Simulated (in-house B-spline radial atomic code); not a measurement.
The numbers below are computed, except where a source is named.
**Making a Troullier-Martins s channel for Rb, r_c = 1.12 bohr**

Rb, [Kr] 5s1, non-relativistic PBE, spherical and spin-unpolarised, from a B-spline radial code for spherical atoms (atomic units). The all-electron 4s level is ε = -1.132747 hartree, its outermost node lies just inside 0.64 bohr and its outer maximum at 1.29 bohr.

Inside r_c the pseudo-orbital is u(r) = r^1 exp(p(r)), with p = c0 + c2 r² + c4 r⁴ + … + c12 r¹². The seven coefficients follow from p and its first four derivatives at r_c, from zero curvature of the screened potential at the origin, c4 = −c2²/(2l + 5), and from the norm inside r_c. At r_c the all-electron orbital has P = 0.8922726, P' = 0.5863351, the screened potential V = -3.514308, V' = 6.466498, V'' = -16.45827, and the norm inside is Q = 0.2362249.

(1) What are p, p' and p'' at r_c?

For a trial c2 the five matching conditions are linear in c0, c6, c8, c10 and c12, and c2 is varied until the norm inside r_c equals Q. The root nearest zero gives:

```
 n           c_n
 0    -0.6141639
 2   -0.07402934
 4  -0.001096069
 6      3.293816
 8     -5.153143
10      2.877826
12    -0.5644459
```

(2) Check c4 and p(r_c), and find the screened pseudopotential at the origin.

Orbitals and screened potentials:

| r (bohr) | P | u | V all-electron | V pseudo |
| --- | --- | --- | --- | --- |
| 0.112 | 0.2926 | 0.06055 | -217.9 | -1.344 |
| 0.28 | -0.2818 | 0.1508 | -54.6 | -1.014 |
| 0.448 | -0.4377 | 0.2434 | -23.37 | 0.1848 |
| 0.616 | -0.04299 | 0.356 | -12.4 | 1.585 |
| 0.784 | 0.4091 | 0.521 | -7.517 | 0.9057 |
| 0.952 | 0.7272 | 0.7341 | -4.942 | -2.582 |
| 1.12 | 0.8923 | 0.8923 | -3.514 | -3.514 |

Logarithmic derivatives P'/P at R = 1.42 bohr, for energies E around ε:

| E − ε (hartree) | all-electron | pseudo |
| --- | --- | --- |
| -0.5 | 0.199015 | 0.195555 |
| -0.25 | -0.0518525 | -0.0528596 |
| -0.1 | -0.215219 | -0.215372 |
| 0 | -0.330239 | -0.330207 |
| 0.1 | -0.450648 | -0.45083 |
| 0.25 | -0.642448 | -0.643935 |
| 0.5 | -0.996917 | -1.00444 |

(3) With P(R) = 0.9161652 and a norm of 0.4937039 inside R, what slope in energy does norm conservation fix?

Results:

(1) p = ln(P/r_c^1) = ln(0.8922726/1.12) = -0.22731. p' = P'/P − 1/r_c = 0.65713 − 0.89286 = -0.23573. The radial equation gives p'' = 2(V − ε) − 2(1) p'/r_c − p'² = -4.76312 − (-0.42095) − 0.05557 = -4.39774. Differentiating, p''' = 2V' + 2(1)p'/r_c² − 2(1)p''/r_c − 2p'p'' = 18.337, and p'''' = 2V'' − 4(1)p'/r_c³ + 4(1)p''/r_c² − 2(1)p'''/r_c − 2p''² − 2p'p''' = -109.05.

(2) −c2²/5 = -0.00109607, as listed. The terms c_n r_c^n are -0.61416, -0.09286, -0.00172, 6.50141, -12.75899, 8.93809, -2.19907, which sum to -0.22731. Inverting the radial equation, V_l(r) = ε + 1 p'/r + (p'' + p'²)/2, so V_l(0) = ε + (2l + 3) c2 = -1.132747 + 3 × (-0.0740293) = -1.3548 hartree, finite where the all-electron potential diverges.

(3) d(P'/P)/dE = −2 × (norm inside R)/P(R)² = -1.1764 per hartree·bohr at E = ε, for both atoms, since orbital and norm agree at R. Differences over ±0.1 hartree give -1.1771 (all-electron) and -1.1773 (pseudo), which also hold third-order terms. Half a hartree below ε the two curves differ by -0.0035.
